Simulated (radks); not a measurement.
The numbers below are computed, except where a source is named.
Sm4+, configuration [Xe] 4f4. Code: a radial shooting solver on a logarithmic mesh with Libxc functionals. Model: scalar-relativistic Kohn-Sham, SOGGA, spin-polarised, spherical densities, finite nucleus; open shells are filled with parallel spins first (spin-orbit coupling, left out, can overturn this in heavy ions); Fermi nuclear charge, rms radius 5.0819 fm.

Unscreened Slater integrals over Kohn-Sham orbitals (hartree). They are taken over the spin-up orbitals. Empty in this configuration: 5d.

F0(4f,4f): 1.0963
F2(4f,4f): 0.52571
F4(4f,4f): 0.33071
F6(4f,4f): 0.23816
F0(4f,5p): 0.70953
F2(4f,5p): 0.25181
G2(4f,5p): 0.12596
G4(4f,5p): 0.099507
F0(4f,5s): 0.78116
G3(4f,5s): 0.14586
F0(4f,4d): 1.2075
F2(4f,4d): 0.58302
F4(4f,4d): 0.37308
G1(4f,4d): 0.68718
G3(4f,4d): 0.43242
G5(4f,4d): 0.30601
F0(4f,5d): 0.56886
F2(4f,5d): 0.16020
F4(4f,5d): 0.081097
G1(4f,5d): 0.071644
G3(4f,5d): 0.061372
G5(4f,5d): 0.047691
F0(5p,5p): 0.59413
F2(5p,5p): 0.32271
F0(5p,5s): 0.62853
G1(5p,5s): 0.42475
F0(5p,4d): 0.73803
F2(5p,4d): 0.21622
G1(5p,4d): 0.061046
G3(5p,4d): 0.059945
F0(5p,5d): 0.50822
F2(5p,5d): 0.25736
G1(5p,5d): 0.30742
G3(5p,5d): 0.19239
F0(5s,5s): 0.67197
F0(5s,4d): 0.81902
G2(5s,4d): 0.089307
F0(5s,5d): 0.52692
G2(5s,5d): 0.20447
F0(4d,4d): 1.3577
F2(4d,4d): 0.69122
F4(4d,4d): 0.46285
F0(4d,5d): 0.58428
F2(4d,5d): 0.12897
F4(4d,5d): 0.056273
G0(4d,5d): 0.029204
G2(4d,5d): 0.035273
G4(4d,5d): 0.029243
F0(5d,5d): 0.45489
F2(5d,5d): 0.24314
F4(5d,5d): 0.16366

Derived for the open shells (J is the average intra-shell exchange parameter used in DFT+U). 4f: F4/F2 = 0.629, F6/F2 = 0.453, J = (286 F2 + 195 F4 + 250 F6)/6435 = 0.04264 hartree.
